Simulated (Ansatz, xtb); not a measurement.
Ranking isomers of AlF2H3Si2

4 gas-phase structures of AlF2H3Si2, found in a search over its isomers (lower ones may exist). Each was relaxed with GFN2-xTB; where two conformers were screened, the lower at r2SCAN-D4/def2-SVP is listed:

A. `[F][AlH][Si][SiH2]F`, a singlet
B. a singlet given by its coordinates
C. `[F][Al]([F])[Si][SiH3]`, a singlet
D. a singlet given by its coordinates

D (Å):

```xyz
8

Al   -1.2795    0.3162    1.3161
F    -2.5514    1.0748    2.0884
F    -1.7248    0.0783   -0.2724
Si    0.4505   -0.9168    2.4883
Si    1.1613    1.0093    1.4506
H     0.2424   -0.3250    3.8708
H     1.6664    2.4068    1.5358
H     1.6632    0.6972    0.0905
```

Close contacts (Å): Al1–F2 1.67, Al1–F3 1.67, Al1–Si4 2.43, Al1–Si5 2.54, Si4–Si5 2.30, Si4–H6 1.52, Si5–H7 1.49, Si5–H8 1.48.

B (Å):

```xyz
8

Al    0.0089   -1.4442    2.2648
F    -1.4405   -2.0789    2.7659
F     2.0178    1.1532    3.0433
Si    0.4268    0.7410    3.2874
Si   -0.4429    0.8079    1.1340
H     0.8829   -2.6363    1.7387
H    -0.2945    1.2459   -0.2780
H    -1.9232    0.8604    1.2434
```

Close contacts (Å): Al1–F2 1.66, Al1–Si4 2.45, Al1–Si5 2.56, F3–Si4 1.66, Si4–Si5 2.32, Al1–H6 1.57, Si5–H7 1.49, Si5–H8 1.49.

Problem. Estimate their order in r2SCAN-D4/def2-SVP energy at these geometries, lowest first.

Solution. Calculated order at r2SCAN-D4/def2-SVP: D (0.0), C (36.0), B (93.8), A (144.0) kJ/mol.

Energies above the lowest of each column, in kJ/mol:

| structure | GFN2-xTB | HF/STO-3G | r2SCAN-D4/def2-SVP |
| --- | --- | --- | --- |
| D | 0.0 | 97.2 | 0.0 |
| C | 14.8 | 0.0 | 36.0 |
| B | 55.5 | 165.5 | 93.8 |
| A | 69.9 | 137.2 | 144.0 |

r2SCAN-D4/def2-SVP puts D lowest; HF/STO-3G picks C. Some further structures that were screened fall inside this span and aren't listed. Flexible structures stand in one conformer each, not always the lowest. D keeps a small imaginary mode. No reliable frequencies are at hand for these structures.

Over these structures GFN2-xTB departs from r2SCAN-D4/def2-SVP by 22.8 kJ/mol on average once a common shift is removed. A GFN2-xTB relaxation took about 0.34 s and the r2SCAN-D4/def2-SVP energy about 1.9 s on a shared host (Ansatz 0.2.0, xtb 6.7.1).
